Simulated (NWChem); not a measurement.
F2Ge in NWChem

```xyz
3

Ge     0.0000     0.0000    -0.4160
F      1.3105     0.0000     0.7395
F     -1.3105     0.0000     0.7395
```
Charge 0, spin multiplicity 1.

All runs are NWChem calculations. The geometry was optimised at PBE0/def2-SVP, a minimum by its harmonic frequencies.

Static limit. This basis has no diffuse functions, which lowers polarisabilities.

The Hamiltonian is non-relativistic. The correlated methods keep 11 core orbitals frozen. The Pople sets run with spherical d functions. The structure started from a generated list of species.

**Question.** Give the polarisability tensor in bohr³ at CCSD linear response/6-31G* (spherical d), 11 core orbitals frozen, in the frame of the coordinates, and its isotropic mean.

**Answer.** 
```
28.21   0.00   0.00
 0.00  23.12   0.00
 0.00   0.00  24.07
```
Mean (one third of the trace): 25.13 bohr³.
